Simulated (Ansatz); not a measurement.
Breaking the Si1–N2 bond in SiN (multiplicity 2 held). Energies count from the point at 1.567 Å.


R- and RO- levels are restricted; in cc, def2 and unpolarised 6-31G sets they are followed outwards from rest. U- levels take the lowest unrestricted solution at each point, which mixes spins at long bonds. Full CI gives the lowest state of the spin. Levels need not reach the same state.

Frozen-core correlation.

Run with Ansatz (Gaussian basis) for Hartree–Fock, density functionals and correlated methods. Values without a source in brackets are computed.

The comparison value is 272.9 kJ/mol (FCI/6-31G). Full CI is exact for the correlated electrons in its own basis alone.

Task: Order these levels by the size of their error in the energy at R = 6.270 Å, against full CI in the same basis, smallest first: RO-HF/6-31G, U-MP2/6-31G, U-HF/6-31G, U-SCS-MP2/6-31G. Give each level's value less the comparison value.

Result: U-MP2/6-31G (-85.3 kJ/mol), U-SCS-MP2/6-31G (-99.0 kJ/mol), U-HF/6-31G (-306.2 kJ/mol), RO-HF/6-31G (899.1 kJ/mol)

Doubts at one or more of the structures used: a restricted determinant that unrestricted orbitals would lower (RO-HF/6-31G); a spin-contaminated determinant (U-MP2/6-31G, U-HF/6-31G, U-SCS-MP2/6-31G).

Ansatz is a quantum-chemistry and plane-wave program.
